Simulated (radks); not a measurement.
Trend from Rb2+ to Xe2+: ionisation energy by Delta-SCF between NIST ground configurations, and size. Calculated with a radial shooting solver on a logarithmic mesh with Libxc functionals: scalar-relativistic Kohn-Sham, r2SCAN, spin-unpolarised, spherical densities, finite nucleus; meta-GGA in the generalised Kohn-Sham scheme; Fermi nuclear charge, rms radius of each element as measured or else 0.836 A^(1/3) + 0.57 fm.

| species | configuration | IE (eV) | NIST (eV) | kind | -e(HOMO) (eV) | outermost | <r> outermost (bohr) | r at 0.001 e/bohr^3 (bohr) |
|---|---|---|---|---|---|---|---|---|
| Rb2+ | [Ar] 3d10 4s2 4p5 | 40.638 | 39.247 | semi-emp. | 34.236 (4p) | 4p | 1.63 | 3.39 |
| Sr2+ | [Kr] | 43.849 | 42.884 | exp. | 37.121 (4p) | 4p | 1.55 | 3.32 |
| Zr2+ | [Kr] 4d2 | 22.173 | 23.170 | semi-emp. | 16.929 (4d) | 4d | 2.00 | 3.64 |
| Nb2+ | [Kr] 4d3 | 24.399 | 25.040 | semi-emp. | 18.827 (4d) | 4d | 1.84 | 3.63 |
| Mo2+ | [Kr] 4d4 | 26.522 | 27.1 | semi-emp. | 20.639 (4d) | 4d | 1.72 | 3.59 |
| Tc2+ | [Kr] 4d5 | 28.579 | 29.550 | semi-emp. | 22.396 (4d) | 4d | 1.61 | 3.53 |
| Ru2+ | [Kr] 4d6 | 30.588 | 28.470 | semi-emp. | 24.112 (4d) | 4d | 1.52 | 3.47 |
| Rh2+ | [Kr] 4d7 | 32.562 | 31.060 | semi-emp. | 25.800 (4d) | 4d | 1.44 | 3.40 |
| Pd2+ | [Kr] 4d8 | 34.507 | 32.930 | semi-emp. | 27.465 (4d) | 4d | 1.37 | 3.34 |
| Ag2+ | [Kr] 4d9 | 36.431 | 34.8 | semi-emp. | 29.114 (4d) | 4d | 1.30 | 3.27 |
| Cd2+ | [Kr] 4d10 | 38.338 | 37.47 | exp. | 30.750 (4d) | 4d | 1.25 | 3.21 |
| In2+ | [Kr] 4d10 5s1 | 27.714 | 28.044 | exp. | 23.404 (5s) | 5s | 2.34 | 3.56 |
| Sn2+ | [Kr] 4d10 5s2 | 30.900 | 30.506 | exp. | 26.260 (5s) | 5s | 2.22 | 3.69 |
| Sb2+ | [Kr] 4d10 5s2 5p1 | 24.223 | 25.324 | exp. | 20.039 (5p) | 5p | 2.48 | 3.88 |
| Te2+ | [Kr] 4d10 5s2 5p2 | 26.925 | 27.84 | exp. | 22.407 (5p) | 5p | 2.33 | 3.92 |
| I2+ | [Kr] 4d10 5s2 5p3 | 29.488 | 29.57 | exp. | 24.692 (5p) | 5p | 2.20 | 3.90 |
| Xe2+ | [Kr] 4d10 5s2 5p4 | 31.992 | 31.05 | semi-emp. | 26.939 (5p) | 5p | 2.09 | 3.86 |

Reference values: NIST Atomic Spectra Database (exp. = measured, semi-emp. = semi-empirical, theory = theoretical value adopted there). Spin polarisation and multiplet splitting are left out, so open shells lie too high by an amount that depends on their filling. Spin-orbit splitting is averaged out at the scalar-relativistic level.

Beside tabulated values, note that spin-unpolarised runs miss the spin-polarisation part of the exchange energy of open shells.
